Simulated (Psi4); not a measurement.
Cl2Pb (SMILES [Cl][Pb][Cl]), singlet, geometry from GFN2-xTB (such geometries of metal compounds can be far from the true shape) (core potentials on Pb); WB97X/def2-SVPD (Psi4 1.11).

Here is a job for Psi4.
```
memory 2 GB

molecule {
0 1
  Pb    0.00765115   -0.01117216    0.46344358
  Cl    1.26191218    1.44651416   -1.10463352
  Cl   -1.29881774   -1.39262489   -1.13080023
}

set basis def2-svpd

energy('wb97x')
print_variables()
```

It wrote (shortened):

```
   => Loading Basis Set <=

    Name: DEF2-SVPD
    Role: ORBITAL
    Keyword: BASIS

    !!!  WARNING: ECP capability is in beta. Please check occupations closely.  !!!

         ---------------------------------------------------------
                                   SCF
               by Justin Turney, Rob Parrish, Andy Simmonett
                          and Daniel G. A. Smith
                              RKS Reference
         ---------------------------------------------------------

  ==> Geometry <==

    Molecular point group: c2v
    Full point group: C2v

    Geometry (in Angstrom), charge = 0, multiplicity = 1:

       Center              X                  Y                   Z               Mass
    ------------   -----------------  -----------------  -----------------  -----------------
         PB           0.000000000000    -0.000000000000     0.398072006735   207.976652500000
         CL          -0.000000000000     1.911722584813    -1.183763221624    34.968852682000
         CL           0.000000000000    -1.911722584813    -1.183763221624    34.968852682000

  Running in c2v symmetry.

  Rotational constants: A =      0.12872  B =      0.06595  C =      0.04361 [cm^-1]
  Rotational constants: A =   3859.04403  B =   1977.22493  C =   1307.37602 [MHz]
  Nuclear repulsion =  199.521121587537834

  Charge       = 0
  Multiplicity = 1
  Electrons    = 56
  Nalpha       = 28
  Nbeta        = 28

  ==> Algorithm <==

  SCF Algorithm Type is DF.
  DIIS enabled.
  MOM disabled.
  Fractional occupation disabled.
  Guess Type is SAD.
  Energy threshold   = 1.00e-06
  Density threshold  = 1.00e-06
  Integral threshold = 1.00e-12

  ==> Primary Basis <==

  Basis Set: DEF2-SVPD
    Blend: DEF2-SVPD
    Number of shells: 34
    Number of basis functions: 86
    Number of Cartesian functions: 93
    Spherical Harmonics?: true
    Max angular momentum: 2

  Core potential: DEF2-SVPD
    Number of shells: 4
    Number of ECP primitives: 18
    Number of ECP core electrons: 60
    Max angular momentum: 3

  ==> DFT Potential <==

   => LibXC <=

    Version 7.1.2
    S. Lehtola, C. Steigemann, M. J. T. Oliveira, and M. A. L. Marques,  SoftwareX 7, 1–5 (2018) (10.1016/j.softx.2017.11.002)

   => Composite Functional: WB97X <=

    wB97X Hyb-GGA Exchange-Correlation Functional

    J.-D. Chai and M. Head-Gordon,  J. Chem. Phys. 128, 084106 (2008) (10.1063/1.2834918)

    Deriv               =              1
    GGA                 =           TRUE
    Meta                =          FALSE

    Exchange Hybrid     =           TRUE
    MP2 Hybrid          =          FALSE

   => Exchange-Correlation Functionals <=

    1.0000   wB97X range-separated functional

   => Exact (HF) Exchange <=

    0.8423            HF,LR [omega = 0.3000]
    0.1577               HF

   => LibXC Density Thresholds  <==

    XC_HYB_GGA_XC_WB97X:  1.00E-14

   => Molecular Quadrature <=

    Radial Scheme          =       TREUTLER
    Pruning Scheme         =           NONE
    Nuclear Scheme         =       TREUTLER

    Blocking Scheme        =         OCTREE
    BS radius alpha        =              1
    Pruning alpha          =              1
    Radial Points          =             75
    Spherical Points       =            302
    Total Points           =          65108
    Total Blocks           =            592
    Max Points             =            256
    Max Functions          =             81
    Weights Tolerance      =       1.00E-15

   => Loading Basis Set <=

    Name: (DEF2-SVPD AUX)
    Role: JKFIT
    Keyword: DF_BASIS_SCF

  ==> Integral Setup <==

  SCF_SUBTYPE=INCORE selected. In-core MEM_DF algorithm will be used.
  Using in-core AOs.

  ==> MemDFJK: Density-Fitted J/K Matrices <==

    J tasked:                   Yes
    K tasked:                   Yes
    wK tasked:                  Yes
    Omega:                3.000E-01
    Algorithm:                 Core
    Schwarz Cutoff:           1E-12
    Mask sparsity (%):       2.1904
    Fitting Condition:        1E-10

   => Auxiliary Basis Set <=

  Basis Set: (DEF2-SVPD AUX)
    Blend: DEF2-UNIVERSAL-JKFIT
    Number of shells: 129
    Number of basis functions: 507
    Number of Cartesian functions: 671
    Spherical Harmonics?: true
    Max angular momentum: 6

  Minimum eigenvalue in the overlap matrix is 2.9524420270E-03.
  Reciprocal condition number of the overlap matrix is 6.1983214085E-04.
    Using symmetric orthogonalization.

  ==> Pre-Iterations <==

  SCF Guess: Superposition of Atomic Densities via on-the-fly atomic UHF (no occupation information).

   -------------------------
    Irrep   Nso     Nmo
   -------------------------
     A1        34      34
     A2        11      11
     B1        15      15
     B2        26      26
   -------------------------
    Total      86      86
   -------------------------

  ==> Iterations <==

                           Total Energy        Delta E     RMS |[F,P]|

   @DF-RKS iter SAD: -1111.65590367191999   -1.11166e+03   0.00000e+00
   @DF-RKS iter   1: -1113.04699742712228   -1.39109e+00   8.69592e-03 ADIIS/DIIS
   @DF-RKS iter   2: -1113.11633261912129   -6.93352e-02   4.55597e-03 ADIIS/DIIS
   @DF-RKS iter   3: -1113.13561623276041   -1.92836e-02   3.84424e-04 ADIIS/DIIS
   @DF-RKS iter   4: -1113.13587171413587   -2.55481e-04   1.74716e-04 ADIIS/DIIS
   @DF-RKS iter   5: -1113.13592999446314   -5.82803e-05   4.24130e-05 DIIS
   @DF-RKS iter   6: -1113.13593620699544   -6.21253e-06   1.50359e-05 DIIS
   @DF-RKS iter   7: -1113.13593700016168   -7.93166e-07   2.85978e-06 DIIS
   @DF-RKS iter   8: -1113.13593704381901   -4.36573e-08   8.35282e-07 DIIS
  Energy and wave function converged.

  ==> Post-Iterations <==

   Electrons on quadrature grid:
      Ntotal   =   56.0000021550 ; deviation = 2.155e-06

    Orbital Energies [Eh]
    ---------------------

    Doubly Occupied:

       1A1  -101.453954     1B2  -101.453944     2A1    -9.524031
       2B2    -9.524028     3A1    -7.288624     3B2    -7.288617
       1A2    -7.284812     1B1    -7.284812     4A1    -7.283728
       4B2    -7.283723     5A1    -5.673554     2B1    -3.520164
       5B2    -3.513012     6A1    -3.511968     7A1    -1.030692
       6B2    -1.030196     2A2    -1.024162     3B1    -1.023061
       8A1    -1.017309     9A1    -0.917004     7B2    -0.895369
      10A1    -0.638539     8B2    -0.453652    11A1    -0.430479
       4B1    -0.425205     3A2    -0.408589     9B2    -0.401131
      12A1    -0.384694

    Virtual:

       5B1    -0.054981    13A1     0.012616    10B2     0.025706
      14A1     0.061903    15A1     0.125273     6B1     0.134365
      11B2     0.136198    16A1     0.149132     4A2     0.151463
      12B2     0.161494     7B1     0.164029    17A1     0.178981
      18A1     0.191985     5A2     0.201966    13B2     0.216291
      19A1     0.220785    14B2     0.243007     8B1     0.297846
      20A1     0.306678    15B2     0.339334     9B1     0.342267
       6A2     0.354843    21A1     0.355572     7A2     0.361967
      10B1     0.362686    16B2     0.370069    22A1     0.375115
      23A1     0.429278    17B2     0.449510    18B2     0.533023
      24A1     0.535512    11B1     0.552016     8A2     0.566605
      25A1     0.574185    26A1     0.624422    19B2     0.656195
      20B2     0.922056    27A1     0.934191    12B1     1.073343
      28A1     1.080438    21B2     1.096834     9A2     1.109606
      13B1     1.112871    10A2     1.120403    29A1     1.127956
      22B2     1.140513    30A1     1.143159    14B1     1.156436
      11A2     1.164852    23B2     1.172604    24B2     1.216150
      31A1     1.217603    25B2     1.448540    32A1     1.466863
      15B1    20.339395    33A1    20.954369    26B2    21.285596
      34A1    57.049810

    Final Occupation by Irrep:
             A1    A2    B1    B2
    DOCC [    12,    3,    4,    9 ]
    NA   [    12,    3,    4,    9 ]
    NB   [    12,    3,    4,    9 ]

  @DF-RKS Final Energy: -1113.13593704381901

   => Energetics <=

    Nuclear Repulsion Energy =            199.5211215875378343
    One-Electron Energy =               -2005.0950243085351303
    Two-Electron Energy =                 746.4820181748292498
    DFT Exchange-Correlation Energy =     -54.0440524976508527
    Empirical Dispersion Energy =           0.0000000000000000
    VV10 Nonlocal Energy =                  0.0000000000000000
    Total Energy =                      -1113.1359370438187852

Computation Completed

Properties will be evaluated at   0.000000,   0.000000,   0.000000 [a0]

Properties computed using the SCF density matrix

 Multipole Moments:

 ------------------------------------------------------------------------------------
     Multipole            Electronic (a.u.)      Nuclear  (a.u.)        Total (a.u.)
 ------------------------------------------------------------------------------------

 L = 1.  Multiply by 2.5417464519 to convert [e a0] to [Debye]
 Dipole X            :          0.0000000            0.0000000            0.0000000
 Dipole Y            :          0.0000000            0.0000000            0.0000000
 Dipole Z            :         61.4579773          -59.5081662            1.9498111
 Magnitude           :                                                    1.9498111

 ------------------------------------------------------------------------------------

  Variable Map:
  ----------------------------------------------------------------------------
  "CURRENT ENERGY"              =>   -1113.135937043819
  "CURRENT REFERENCE ENERGY"    =>   -1113.135937043819
  "DD SOLVATION ENERGY"         =>       0.000000000000
  "DFT FUNCTIONAL TOTAL ENERGY" =>   -1113.135937043819
  "DFT TOTAL ENERGY"            =>   -1113.135937043819
  "DFT VV10 ENERGY"             =>       0.000000000000
  "DFT XC ENERGY"               =>     -54.044052497651
  "GRID ELECTRONS ALPHA"        =>      28.000001077513
  "GRID ELECTRONS BETA"         =>      28.000001077513
  "GRID ELECTRONS TOTAL"        =>      56.000002155025
  "NUCLEAR REPULSION ENERGY"    =>     199.521121587538
  "ONE-ELECTRON ENERGY"         =>   -2005.095024308535
  "PCM POLARIZATION ENERGY"     =>       0.000000000000
  "PE ENERGY"                   =>       0.000000000000
  "SCF ITERATION ENERGY"        =>   -1113.135937043819
  "SCF ITERATIONS"              =>       8.000000000000
  "SCF TOTAL ENERGY"            =>   -1113.135937043819
  "TWO-ELECTRON ENERGY"         =>     746.482018174829
  "XC GRID RADIAL POINTS"       =>      75.000000000000
  "XC GRID SPHERICAL POINTS"    =>     302.000000000000
  "XC GRID TOTAL POINTS"        =>   65108.000000000000

  Array Variable Map:
  ----------------------------------------------------------------------------
  "CURRENT DIPOLE"              =>       0.000000000000 ... 1.949811132257 1 by 3
  "SCF DIPOLE"                  =>       0.000000000000 ... 1.949811132257 1 by 3
  "SCF TOTAL ENERGIES"          =>   -1111.655903671920 ... -1113.135937043819 1 by 9
```
